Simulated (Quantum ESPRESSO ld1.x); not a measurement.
Values are calculated unless marked as measured or tabulated.
All-electron atom: Ca II in [Ar] 4s1. Code: ld1.x of Quantum ESPRESSO 7.5. Model: scalar-relativistic Kohn-Sham, LDA (Slater exchange, Perdew-Wang correlation), spin-polarised, spherical densities, point nucleus; open shells are filled with parallel spins first.

X-ray form factor f0, the Fourier transform of the density (f0(0) = 19):

sin(theta)/lambda (1/angstrom)  f0 (electrons)
0.05                                    18.485
0.1                                     17.247
0.15                                    15.787
0.2                                     14.343
0.25                                    12.971
0.3                                     11.707
0.4                                      9.658
0.5                                      8.282
0.6                                      7.390
0.8                                      6.209
1                                        5.188
1.25                                     3.993
1.5                                      3.033
2                                        1.912
